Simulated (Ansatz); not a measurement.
Ansatz (an electronic-structure program) input (B2GP-PLYP/def2-TZVPD):

Ansatz 0.2 input:
```yaml
crystal:
  periodic: [false, false, false]
  atoms:
    - {symbol: C, position_ang: [-1.64531254, -0.69671519, 0.04491880]}
    - {symbol: Ge, position_ang: [-0.02813348, 0.35274105, -0.07007518]}
    - {symbol: C, position_ang: [1.56829664, -0.76538435, 0.23455671]}
    - {symbol: H, position_ang: [-2.10191316, -1.15193273, -0.82562728]}
    - {symbol: H, position_ang: [-2.13785472, -0.89465700, 0.98941964]}
    - {symbol: H, position_ang: [0.06085081, 0.99405708, -1.47050143]}
    - {symbol: H, position_ang: [-0.06958439, 1.46921605, 0.99483888]}
    - {symbol: H, position_ang: [1.52086668, -1.22239990, 1.22247430]}
    - {symbol: H, position_ang: [2.46925031, -0.15526547, 0.17011234]}
    - {symbol: H, position_ang: [1.62075141, -1.55413429, -0.51516363]}
basis:
  gaussian:
    orbitals: def2-TZVPD
hamiltonian:
  xc: {name: B2GP-PLYP}
magnetization: {spin_polarized: true, initial_magnetization: 1}
correlation: {electrons: outside_noble_gas}
```

End of the output:

```
integrals: 0.26 GiB planned
1339 factors; integrals over basis functions are off by at most 9.5e-4 eV
0.32 GiB of the device are held for the grids
1.52 GiB of device memory are held for the factors and their scratch space
mean field: 1.71 GiB planned
mean field evaluation 1: about -58678.9196 eV, gradient 2.8e1 eV
mean field evaluation 2: about -58678.9396 eV, gradient 2.8e1 eV
mean field evaluation 4: about -58682.5416 eV, gradient 2.2e0 eV
mean field evaluation 8: about -58682.5684 eV, gradient 1.1e-1 eV
mean field evaluation 16: about -58682.5686 eV, gradient 2.0e-4 eV
mean field -58682.56864971 eV, -2156.5446214033 hartree, gradient 5.5e-6 eV, S^2 0.757718; 0 other end points of the search recorded, 0 dependent functions left out
16 core orbitals not correlated
reference -58682.56878339 eV, -2156.5446263157 hartree; 10, 9 occupied and 165, 166 virtual orbitals, 1339 factors
second order -13.62252718 eV of doubles, -0.00000000 eV of singles
Total energy: -58687.47289317 eV, -2156.7248490262 hartree
```

It need not be the lowest isomer of its formula.
